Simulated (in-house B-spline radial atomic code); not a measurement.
Values are calculated unless marked as measured or tabulated.
**Weak and strong correlation along the adiabatic connection**

Two-electron singlets in several external potentials (atomic units), by full CI in B-splines with partial waves to l = 8 (correlation energies up to 0.6 % small). The repulsion is scaled by λ at fixed density; W(λ) is the mean repulsion less the Hartree energy, W(0) = E_x, and the area under W from 0 to 1 is E_xc.

Relative drop (W(λ) − E_x)/E_x:

```tsv
system	λ = 0.12	λ = 0.25	λ = 0.4	λ = 0.6	λ = 0.8	λ = 1
ω²r²/2 − Z/r, ω = 0.0661, Z = 0.5	0.0411	0.0769	0.1100	0.1446	0.1715	0.1930
ω²r²/2 − Z/r, ω = 0.449, Z = 2	0.0099	0.0201	0.0312	0.0450	0.0579	0.0698
−V exp(−r²/w²), V = 4.34, w = 12.2	0.0332	0.0636	0.0928	0.1243	0.1494	0.1699
−Z/r, Z = 7.5	0.0025	0.0052	0.0082	0.0122	0.0161	0.0199
−V exp(−r²/w²), V = 3.17, w = 4.38	0.0219	0.0431	0.0647	0.0897	0.1110	0.1294
−V exp(−r²/w²), V = 26.4, w = 1.21	0.0066	0.0135	0.0212	0.0310	0.0403	0.0491
ω²r²/2 − Z/r, ω = 0.147, Z = 1.5	0.0150	0.0301	0.0461	0.0655	0.0829	0.0986
```

(1) Order the systems by how far second-order (GL2) theory, half the initial slope (estimated from the first points of each curve), overshoots the correlation energy, least first.
A. −V exp(−r²/w²), V = 4.34, w = 12.2
B. ω²r²/2 − Z/r, ω = 0.0661, Z = 0.5
C. −V exp(−r²/w²), V = 3.17, w = 4.38
D. −Z/r, Z = 7.5
E. ω²r²/2 − Z/r, ω = 0.449, Z = 2
F. ω²r²/2 − Z/r, ω = 0.147, Z = 1.5
G. −V exp(−r²/w²), V = 26.4, w = 1.21

(2) What else changes along this order?

Answers

(1) D (GL2/E_c = 1.03), G (GL2/E_c = 1.09), E (GL2/E_c = 1.14), F (GL2/E_c = 1.20), C (GL2/E_c = 1.31), A (GL2/E_c = 1.48), B (GL2/E_c = 1.61).

(2) The ratio follows the bend of the curve. With it the leading natural occupation goes from 1.999 to 1.873 and −T_c/E_c from 0.97 to 0.63 between the first and the last.
